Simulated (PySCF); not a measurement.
Computed properties of B(Cl)(OMe)(NH2) (CH5BClNO), SMILES NB(Cl)OC

B(Cl)(OMe)(NH2) (CH₅BClNO), SMILES COB(N)Cl. The structure is a stationary point at B3LYP-D3(BJ)/def2-SVP. This is a generated structure with no PubChem entry under its InChIKey; it may be hypothetical. Other conformers were not sampled. All values are computed for the isolated molecule unless a solvent is named; none is compared with measurement here.

**Structure.** The optimised structure has Cs symmetry. All 24 harmonic modes at B3LYP-D3(BJ)/def2-SVP (PySCF) are real, so it is a minimum. With heavy atoms numbered as in [B:1]([Cl:2])([O:3][CH3:4])[NH2:8], the shortest bond between them is B1–O3 at 1.358 Å and the longest B1–Cl2 at 1.790 Å.

**Vibrations.** The strongest infrared lines (harmonic, unscaled, degenerate partners summed) lie at 1255 cm⁻¹ (412 km/mol, B 47 %, O 19 %, H 16 %, N 12 %), 1406 cm⁻¹ (269 km/mol, H 43 %, B 35 %, O 11 %, C 10 %), 1595 cm⁻¹ (252 km/mol, H 63 %, N 20 %, B 14 %). The softest mode is at 129 cm⁻¹ and the zero-point energy is 47.1 kcal/mol.

**Electronic structure.** ωB97X/def2-TZVP (PySCF) places the frontier levels at -10.57 and 2.60 eV, a gap of 13.17 eV, and gives a dipole moment of 3.79 D and a mean polarisability of 48.8 bohr³. PBE/def2-TZVP (PySCF) at the same geometry gives -6.62 and -0.15 eV, so its gap is 6.70 eV narrower. An orbital gap is neither the optical nor the fundamental gap.

**Excitations.** TDA-ωB97X/def2-SVPD (PySCF) has S1 at 7.57 eV (164 nm, f = 0.035, weak); the most intense of the 10 singlets computed lies at 8.99 eV (f = 0.28). T1 (TDA) is at 7.41 eV, 0.16 eV under S1. TDA-PBE/def2-SVPD (PySCF) puts S1 at 6.23 eV. No vertical singlet excitation falls in the visible range (under 3.1 eV).

**NMR.** GIAO shifts at KT2/pcSseg-1 (PySCF) (non-relativistic, atoms alike by connectivity averaged): ¹³C at 55.1 ppm against TMS; ¹H from 2.8 to 3.9 ppm against TMS; ¹¹B at 13.2 ppm against BF3. Without spin–orbit terms, shifts of atoms bonded to Cl or Br come out too high.
